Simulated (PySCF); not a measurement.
**Substituent chemical shifts**

Parent skeleton `[SiH3:1][SiH2:2][SiH2:3][SiH3:4]`; one hydrogen on atom 1 is replaced by X. Hydrogens on one atom are averaged.

Theory: coordinates at the PBE0-D3(BJ)/def2-SVP level, PBE0/pcSseg-1 with gauge-including orbitals, in PySCF (averaged over atoms made equivalent by symmetry, fast rotation or ring inversion, no relativistic terms, no solvent model, single conformer).

References, each an isolated molecule treated in the same way: ²⁹Si, ¹H vs TMS.

Parent (X = H): Si1 -102.8, Si2 -114.3, Si3 -114.3, Si4 -102.8, H(Si1) 3.67, H(Si2) 3.43, H(Si3) 3.43, H(Si4) 3.67 ppm. Effects are Δδ = δ(X) − δ(H), positive for deshielding.

(1) Order these by the shift of H(Si4), most shielded first.
A. X = 2-pyridyl
B. X = CH2CN
C. X = OCHO

(2) Order these by the shift of H(Si3), most shielded first.
A. X = N-pyrrolyl
B. X = tBu
C. X = CH2CN
D. X = OCHO

(3) Order these by the shift of Si1, most shielded first.
A. X = CH2Cl
B. X = CH2CN
C. X = cBu
D. X = 2-pyridyl
E. X = N-pyrrolyl
F. X = OCHO

Answers

(1) C (-0.13 ppm), B (+0.04 ppm), A (+0.17 ppm).

(2) A (-0.85 ppm), C (-0.04 ppm), B (+0.11 ppm), D (+0.25 ppm).

(3) D (+32.9 ppm), C (+40.4 ppm), B (+43.7 ppm), A (+45.6 ppm), E (+70.1 ppm), F (+88.6 ppm).
